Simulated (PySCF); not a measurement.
TiO2, SMILES [O]=[Ti]=[O], multiplicity 1. Heavy atoms are numbered as in [Ti:1](=[O:2])=[O:3].

Geometry optimised at ωB97X-D3(BJ)/def2-TZVP. The multiplicity is an assumed one; other spin states were not compared. The isomer is the one that the SMILES or the coordinates give; other isomers of the formula were not compared.

Calculation: HF/pcSseg-2 (PySCF).

GIAO shieldings, no solvent; atoms alike by connectivity are averaged. δ = σ(ref) − σ: ¹⁷O against H2O (σ = 326.0 ppm), references at their B3LYP-D3(BJ)/def2-TZVP geometries, non-relativistic.

```tsv
nucleus	atoms	count	δ (ppm)
¹⁷O	O2	2	1585.8
```
